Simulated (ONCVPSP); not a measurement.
What one change does to a pseudopotential (Ti, ONCV)

| Item | Value |
| --- | --- |
| Element | titanium (Ti) |
| Generator | ONCVPSP 4.0.1 |
| Type | optimised norm-conserving Vanderbilt (ONCV) |
| Functional | PBE |
| Relativity | scalar-relativistic |
| Frozen core | [Ne] |
| Valence charge | 12 |
| Reference configuration | 3s2 3p6 3d2 4s2 |
| Partial waves | 3s+4s: rc 1.55 bohr, ncon 4, nbas 8, qcut 8.4 1/bohr, 2 projectors; 3p: rc 1.55 bohr, ncon 3, nbas 6, qcut 8.8 1/bohr, 1 projector; 3d: rc 2.40 bohr, ncon 3, nbas 7, qcut 5.4 1/bohr, 2 projectors, debl 3.1 Ha |
| Local potential | polynomial inside 1.10 bohr (lpopt 5, dvloc0 6 Ha) |
| Core correction | Teter function, fcfact 4.5, rcfact 1.6 |

Change: reference 3s2 3p6 3d2 4s1.75 4p0.25; wave 3p: rc 1.55 bohr, ncon 3, nbas 6, qcut 8.8 1/bohr, 1 projector becomes 3p+4p: rc 1.55 bohr, ncon 3, nbas 6, qcut 8.8 1/bohr, 2 projectors.

Cutoffs: the cutoffs (Ha) at which the residual kinetic energy of the hardest occupied pseudo-wave falls to 1 and 0.1 mHa per electron; they do not see the model core or the augmentation charge, which bear on the density cutoff. Errors are all-electron minus pseudo energies relative to the spin-unpolarised reference configuration.

Problem. What does the change do?

Solution. The potential gets neither clearly harder nor softer (23 Ha and 28 Ha → 23 Ha and 28 Ha); the range in which the p phases agree widens (upper end 1.9 → at the end of the scan); neither file shows a bound ghost.

| quantity | base | changed |
| --- | --- | --- |
| cutoff, loose | 23 Ha | 23 Ha |
| cutoff, tight | 28 Ha | 28 Ha |
| bound ghosts | none | none |
| GHOST(+) flags under 300 eV | none | none |
| largest error over its own tests, meV | +321 | -307 |
| s: phases at 1.57 bohr within 0.05 rad from the reference energy up to (Ha; the scan ends near 5) | to the end of the scan | to the end of the scan |
| p: phases at 1.57 bohr within 0.05 rad from the reference energy up to (Ha; the scan ends near 5) | 1.9 | to the end of the scan |
| d: phases at 2.43 bohr within 0.05 rad from the reference energy up to (Ha; the scan ends near 5) | 0.4 | 0.4 |
| rms error of d²Exc/dni dnj with the model core, mHa | 2.91 | 2.34 |
